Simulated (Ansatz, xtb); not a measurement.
# CH9NOSi2: which of two isomers lies lower

We compare I, `CN[SiH2]O[SiH3]`, a singlet, with II, `C[Si@H](N)O[SiH3]`, a singlet. Both are isolated molecules in the gas phase, relaxed with PBE0-D3(BJ)/def2-SVP; each stands in its lowest conformer found.

Quicker runs give these differences E(II) − E(I): GFN2-xTB +0.223 eV; HF/STO-3G −0.668 eV (at GFN2-xTB geometries); r2SCAN-D4/def2-SVP −0.851 eV (at GFN2-xTB geometries).

Question: Estimate E(II) − E(I) at the level CCSD(T)/def2-SVP + ΔMP2/def2-TZVPP.

Answer: Calculated at CCSD(T)/def2-SVP + ΔMP2/def2-TZVPP: E(II) − E(I) = −0.885 eV, so structure II lies lower.

Level by level:

```
                             level              geometry  E(II) − E(I) (eV)  departure from the last row (eV)  job, with rough time for the two
                          GFN2-xTB              GFN2-xTB              +0.223                            +1.108               optimisation, 0.9 s
                         HF/STO-3G              GFN2-xTB              −0.668                            +0.217              single point, 0.84 s
                r2SCAN-D4/def2-SVP              GFN2-xTB              −0.851                            +0.034               single point, 5.4 s
              PBE0-D3(BJ)/def2-SVP  PBE0-D3(BJ)/def2-SVP              −0.782                            +0.103             optimisation, 5.2 min
                       HF/def2-SVP  PBE0-D3(BJ)/def2-SVP              −0.715                            +0.170           part of the CCSD(T) run
                      MP2/def2-SVP  PBE0-D3(BJ)/def2-SVP              −0.775                            +0.110           part of the CCSD(T) run
                  CCSD(T)/def2-SVP  PBE0-D3(BJ)/def2-SVP              −0.716                            +0.169                      single point
CCSD(T)/def2-SVP + ΔMP2/def2-TZVPP  PBE0-D3(BJ)/def2-SVP              −0.885                                                  single point, 53 s
```

As drawn, II has 1 C–Si, 1 N–H in place of 1 C–N, 1 Si–H.

GFN2-xTB puts the two in the other order. The largest departure from CCSD(T)/def2-SVP + ΔMP2/def2-TZVPP is that of GFN2-xTB, 1.108 eV. The last row adds to CCSD(T) the change of the MP2 difference between the two basis sets, here −0.169 eV, a large step that makes the value less sure.

With thermal terms from frequencies at re-optimised GFN2-xTB minima (ideal gas, soft modes damped towards free rotors, one conformer each, 298.15 K, 1 atm): the zero-point term adds +0.019 eV; ΔH is −0.851 and ΔG −0.874 eV.

The correlated steps freeze 13 core orbitals. Mirror images aren't counted in ΔG. Run with Ansatz 0.2.0, xtb 6.7.1; the last row on 2 threads of Intel(R) Xeon(R) Processor @ 2.70GHz on a shared host.
